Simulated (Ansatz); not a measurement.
`C[CH2][GeH]([GaH2])[O]C` → 3 C• + Ga• + Ge• + 11 H• + O•  (atomization)

Computed with Ansatz on PBE0-D4/def2-TZVP structures; ΔE is electronic, products minus reactants. CCSD(T)/CBS is the MP2 limit (def2-TZVPP, def2-QZVPP) plus CCSD(T) − MP2 in def2-TZVPP, frozen cores. This one scheme is used for every species, atoms too. DFT in def2-TZVPP. HSE06 is defined as in plane-wave codes. Open shells (•) are unrestricted, without spin–orbit coupling. Spin–orbit coupling would lower the free atoms: a little for C, O; clearly for Ga, Ge. For Ga, Ge outer-core shells are correlated without core-valence functions, so the limit isn't a true one: a few kJ/mol of doubt a bond, and 10 to 20 or more in all where bonds break to atoms. Scalar relativity is left out up to krypton. One conformer a species, not always the lowest.

`C[CH2][GeH]([GaH2])[O]C`:

```xyz
17

C     0.961    1.477   -0.916
C     0.542    0.162   -1.557
Ge    0.044   -1.248   -0.273
Ga    1.350   -1.125    1.813
O    -1.712   -1.117    0.094
C    -2.177    0.043    0.726
H     1.850    1.351   -0.290
H     0.172    1.893   -0.285
H     1.207    2.233   -1.668
H    -0.321    0.299   -2.216
H     1.349   -0.239   -2.178
H     0.119   -2.630   -0.958
H     0.674   -0.878    3.211
H     2.915   -1.309    1.774
H    -3.213   -0.122    1.034
H    -1.598    0.294    1.628
H    -2.160    0.917    0.060
```

(1) What is ΔE at CCSD(T)/CBS? (Best estimate.)

(2) What do these levels give: PBE-D4, PBE0-D4, HSE06-D4, CAM-B3LYP-D4, revPBE, r2SCAN? (Estimate.)

Largest T1 diagnostic among the species: 0.013.

## Answers

(1) The calculation gave: +1392.3 kcal/mol.

(2) Computed: PBE-D4 1402.4, PBE0-D4 1386.6, HSE06-D4 1387.2, CAM-B3LYP-D4 1392.4, revPBE 1345.4, r2SCAN 1389.6 kcal/mol.

From BLYP to BHLYP (50 % exact exchange), in def2-TZVPP and without D4, ΔE moves by −12.9 kcal/mol: exact exchange takes away binding that semilocal exchange gives to molecules. In def2-TZVPP, CCSD(T) changes the Hartree–Fock value by +343.6 kcal/mol (the triples alone add +17.5 kcal/mol) and MP2 by +352.1 kcal/mol; breaking electron pairs costs correlation energy, which Hartree–Fock lacks. The D4 term adds +15.5 kcal/mol with B3LYP and +8.4 kcal/mol with PBE0; it sums over pairs of atoms, weighted by their polarisabilities, and B3LYP, whose exchange is more repulsive, gets the larger term.

B3LYP here is the variant with VWN-RPA as its local correlation; programs differ in this.

For atomizations the MP2-based limit and the directly extrapolated one differ by several kJ/mol either way, and by 10 to 25 for some Ge, Se and Sn compounds, so smaller differences from it don't rank the levels.
